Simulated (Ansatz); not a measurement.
Frontier orbitals of F3HHfO (`[OH][Hf]([F])([F])[F]`).

```xyz
6

O     0.0318   -0.9925    1.0372
Hf   -0.0078    0.3202   -0.3373
F    -0.9076    1.8846    0.2767
F     1.7692    0.7899   -0.8435
F    -0.9255   -0.3588   -1.8640
H     0.0400   -1.6434    1.7309
```

Total charge 0; spin multiplicity 1. Correlated methods include outer-core shells of Hf, which these sets cover unevenly. Hf takes the def2 core potential. All single points use the PBE0-D4/def2-TZVP geometry. It is one conformer, not always the lowest. Basis def2-TZVPP, Ansatz.

Orbital energies of one run (eV). Highest occupied ones, from the top: -8.87, -8.87, -10.10, -10.14, -10.14, -10.35, -10.83, -10.83, -11.19, -11.25, -11.25, -13.63, -25.95, -29.46. Empty: -0.73, -0.58, -0.58, -0.11, 0.39, 0.39.

(1) Which functional gave them?
A. B3LYP
B. r2SCAN
C. ωB97M-V
D. HSE06 (plane-wave form)

Results:

(1) B. HOMO energies: r2SCAN -8.87, B3LYP -9.97, HSE06 -9.83, ωB97M-V -12.73 eV.

B3LYP here is the variant with VWN-RPA as its local correlation; programs differ in this.
